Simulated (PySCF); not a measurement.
C2H6GeO3, SMILES [GeH]([OH])([OH])[C](C)=O.

Geometry optimised at PBE0-D3(BJ)/def2-SVP. The structure was generated by enumeration, and PubChem lists no compound with its InChIKey, so it may never have been made. One conformer was computed; it need not be the lowest.

Method: PBE0-D3(BJ)/def2-SVP (PySCF).

Frequencies are harmonic and unscaled.

Computed harmonic wavenumbers and intensities:
```
mode  ν (cm⁻¹)  IR (km/mol)  moving atoms (share of kinetic energy)
----  --------  -----------  --------------------------------------
1           31          6.4                  O 59 %, C 23 %, H 16 %
2          105          9.4           O 63 %, H 19 %, C 9 %, Ge 9 %
3          136         35.9          O 49 %, H 24 %, C 19 %, Ge 8 %
4          145          3.0                          H 83 %, O 13 %
5          151         77.1                          H 52 %, O 40 %
6          162         33.3                                  H 94 %
7          287         67.8                          H 48 %, O 46 %
8          305         19.6         O 32 %, C 28 %, Ge 24 %, H 16 %
9          324          6.6          O 47 %, Ge 28 %, C 16 %, H 8 %
10         475          4.1                   C 59 %, H 30 %, O 9 %
11         601          5.0                  C 47 %, H 27 %, O 22 %
12         695        170.5                  H 66 %, O 24 %, Ge 9 %
13         714        103.5                 O 46 %, H 43 %, Ge 10 %
14         718        102.6                 O 45 %, H 43 %, Ge 11 %
15         730         42.2                  O 48 %, H 42 %, Ge 9 %
16         880        100.6                           H 88 %, O 8 %
17         890         56.0                           H 89 %, O 9 %
18         950          1.8                  H 48 %, C 41 %, O 10 %
19         981          2.1                          H 57 %, C 41 %
20        1160         47.9                          C 64 %, H 33 %
21        1355         46.4                          H 69 %, C 31 %
22        1420         20.7                                  H 95 %
23        1426         18.0                                  H 96 %
24        1834        154.1                          C 60 %, O 39 %
25        2139        175.0                                  H 98 %
26        3050          1.0                                  H 97 %
27        3145          0.7                           H 91 %, C 9 %
28        3186          4.8                          H 90 %, C 10 %
29        3900         85.1                                  H 94 %
30        3912         90.5                                  H 94 %
```
